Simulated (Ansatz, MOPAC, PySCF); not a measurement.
Dimer: C2H4 (SMILES C=C) (first 6 atoms) with H2 (SMILES [H][H]); geometry from B3LYP-D3(BJ)/def2-TZVP, rigid monomers moved along the line of their centres of mass till C2···H7 is 3.50 Å.
(charge 0, multiplicity 1):
```xyz
8

C      0.4094     0.5515    -0.3288
C     -0.1351    -0.6137    -0.0115
H      1.4820     0.7026    -0.3114
H     -0.1950     1.4026    -0.6185
H     -1.2077    -0.7648    -0.0283
H      0.4692    -1.4647     0.2788
H     -0.4155     0.1280     3.3964
H     -0.5521     0.0913     4.1277
```

```json
[
 {"level": "AM1", "interaction energy (kJ/mol)": "0.2", "minus CCSD(T)/CBS(aug-cc-pVDZ, aug-cc-pVTZ)": "1.5", "cost": "-"},
 {"level": "HF/3-21G (no counterpoise)", "interaction energy (kJ/mol)": "-1.4", "minus CCSD(T)/CBS(aug-cc-pVDZ, aug-cc-pVTZ)": "-0.1", "cost": "-"},
 {"level": "PBE-D4/def2-TZVPPD", "interaction energy (kJ/mol)": "-2.0", "minus CCSD(T)/CBS(aug-cc-pVDZ, aug-cc-pVTZ)": "-0.7", "cost": "×1"},
 {"level": "BP86/6-31G* (no counterpoise)", "interaction energy (kJ/mol)": "-0.4", "minus CCSD(T)/CBS(aug-cc-pVDZ, aug-cc-pVTZ)": "0.9", "cost": "-"},
 {"level": "r2SCAN/def2-TZVPPD", "interaction energy (kJ/mol)": "-0.6", "minus CCSD(T)/CBS(aug-cc-pVDZ, aug-cc-pVTZ)": "0.7", "cost": "×1"},
 {"level": "r2SCAN-D3(BJ)/def2-TZVPPD", "interaction energy (kJ/mol)": "-1.1", "minus CCSD(T)/CBS(aug-cc-pVDZ, aug-cc-pVTZ)": "0.2", "cost": "×1"},
 {"level": "B3LYP-D3(BJ)/def2-TZVPPD", "interaction energy (kJ/mol)": "-1.1", "minus CCSD(T)/CBS(aug-cc-pVDZ, aug-cc-pVTZ)": "0.2", "cost": "×1"},
 {"level": "B3LYP-D4/def2-TZVPPD", "interaction energy (kJ/mol)": "-1.2", "minus CCSD(T)/CBS(aug-cc-pVDZ, aug-cc-pVTZ)": "0.1", "cost": "×1"},
 {"level": "wB97M-V/def2-TZVPPD", "interaction energy (kJ/mol)": "-1.2", "minus CCSD(T)/CBS(aug-cc-pVDZ, aug-cc-pVTZ)": "0.1", "cost": "×3"},
 {"level": "MP2/6-31G*", "interaction energy (kJ/mol)": "-0.4", "minus CCSD(T)/CBS(aug-cc-pVDZ, aug-cc-pVTZ)": "0.9", "cost": "-"},
 {"level": "SCS-MP2/aug-cc-pVDZ", "interaction energy (kJ/mol)": "-0.9", "minus CCSD(T)/CBS(aug-cc-pVDZ, aug-cc-pVTZ)": "0.4", "cost": "-"},
 {"level": "SCS-MP2/aug-cc-pVTZ", "interaction energy (kJ/mol)": "-1.0", "minus CCSD(T)/CBS(aug-cc-pVDZ, aug-cc-pVTZ)": "0.3", "cost": "-"},
 {"level": "CCSD/aug-cc-pVTZ", "interaction energy (kJ/mol)": "-1.1", "minus CCSD(T)/CBS(aug-cc-pVDZ, aug-cc-pVTZ)": "0.2", "cost": "-"},
 {"level": "CCSD(T)/CBS(aug-cc-pVDZ, aug-cc-pVTZ)", "interaction energy (kJ/mol)": "-1.3", "minus CCSD(T)/CBS(aug-cc-pVDZ, aug-cc-pVTZ)": "0.0", "cost": "×300*"}
]
```

 The comparison column counts from a level with limits of its own.

The rows run from -2.0 (PBE-D4/def2-TZVPPD) to 0.2 kJ/mol (AM1). The dispersion term adds -0.5 in r2SCAN-D3(BJ).

Monomers are frozen at their geometry in the pair; levels with a basis set take the counterpoise correction. Rows marked so take none.

Cores are frozen in the correlated methods. CBS(a, b) extrapolates the correlation energy as X⁻³ and adds the Hartree–Fock energy of set b. Rows in 3-21G, 6-31G* carry no dispersion term and start afresh at each structure (6-31G* with six Cartesian d functions). MP2/6-31G* freezes PySCF's default core. The state that AM1 reach isn't checked.

Codes used: Ansatz (Gaussian orbitals); MOPAC for AM1 (differences of heats of formation); PySCF for 3-21G rows, 6-31G* rows, the dispersion terms. 

Costs are rough ratios of core time to PBE/def2-TZVPPD (about 1.6 s over the structures, on one shared machine); a dash marks a level with no comparable run of its own. A star marks coupled-cluster runs past 200 virtual orbitals, where the program's memory plan changes under this machine's limit, so their costs aren't comparable with smaller runs.

Ansatz is a program for electronic structure.
